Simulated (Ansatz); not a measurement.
Reaction (substitution at a C–O bond): `C[O][W](=[O])([OH])([Cl])[Cl]` + `O[SiH2][SiH2]Cl` → `CO[SiH2][SiH2]Cl` + `[O]=[W]([OH])([OH])([Cl])[Cl]`

Computed with Ansatz on PBE0-D4/def2-TZVP structures; ΔE is electronic, products minus reactants. CBS: MP2 limit from def2 TZ/QZ plus the TZ coupled-cluster correction, frozen cores. Functionals use def2-TZVPP. Elements past krypton have def2 core potentials. For W outer-core shells are correlated without core-valence functions, which leaves a few kJ/mol of doubt a bond. One conformer a species, not always the lowest.

```csv
level,ΔE (kJ/mol)
ωB97X-V,16.6
MP2/def2-QZVPP,25.1
```

**Question.** What does CCSD(T)/CBS give? (An estimate is asked.)

**Answer.** Ansatz gave: +21.0 kJ/mol. The listed levels differ from it by -4.4, 4.1 kJ/mol.

Largest T1 diagnostic among the species: 0.021, so the coupled-cluster value is less sure than usual.

In def2-TZVPP, CCSD(T) changes the Hartree–Fock value by +11.0 kJ/mol (the triples alone add +2.9 kJ/mol) and MP2 by +14.9 kJ/mol. The D4 term adds +4.2 kJ/mol with B3LYP and +2.4 kJ/mol with PBE0; it sums over pairs of atoms, weighted by their polarisabilities, and B3LYP, whose exchange is more repulsive, gets the larger term.

B3LYP here is the variant with VWN-RPA as its local correlation; programs differ in this.
